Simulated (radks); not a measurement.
Q: S4+, 12 electrons, occupied as [Ne] 3s2. All-electron calculation, scalar-relativistic Kohn-Sham, AM05, spin-polarised, spherical densities, point nucleus. Program: a radial shooting solver on a logarithmic mesh with Libxc functionals. Some entries of the table are withheld. Estimate them.

orbital,occ.,eigenvalue (eV),<r> (bohr),<r^2> (bohr^2)
1s,2,-2459.976,0.09707,0.01268
2s,2,-270.3085,0.4780,(1)
2p,6,-215.9092,(2),(3)
3s,2,-65.7970,(4),2.452
3p,0,-53.3910,1.574,2.853
3d,0,(5),1.766,3.651

A: 
(1) 2s <r^2> (bohr^2): 0.2717
(2) 2p <r> (bohr): 0.4399
(3) 2p <r^2> (bohr^2): 0.2414
(4) 3s <r> (bohr): 1.467
(5) 3d eigenvalue (eV): -36.2588
